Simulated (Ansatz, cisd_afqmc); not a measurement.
Species: O, charge 0, triplet.

Total energies in cc-pVTZ-DK, 6 correlated electrons, 1 frozen orbitals. UHF or UKS for unpaired electrons; spin-orbit terms are left out. The -DK rows use spin-free X2C. AFQMC is phaseless with a CISD trial state; ± is one standard error, without the phaseless bias. Outlying blocks are dropped, and bars are widened where a walk drifts. Over all cases where full CI ran beside it in this data, AFQMC minus full CI had a median of +0.1 mEh and passed +0.4 mEh in a tenth of the cases. Full CI freezes restricted core orbitals and the other rows unrestricted ones, which leaves a small offset even where coupled cluster is exact.

```
method         program        energy (Eh)  error against FCI (mEh)
----------  ----------  -----------------  -----------------------
HF              Ansatz          -74.86388                   162.50
MP2             Ansatz          -75.00712                    19.26
CCSD            Ansatz          -75.02326                     3.12
CCSD(T)         Ansatz          -75.02617                     0.21
CCSDT(Q)        Ansatz          -75.02652                    -0.13
CCSDTQ          Ansatz          -75.02651                    -0.13
AFQMC/CISD  cisd_afqmc  -75.0263 ± 0.0001                0.1 ± 0.1
FCI             Ansatz          -75.02638                     0.00
```

Ansatz is a program for electronic structure.
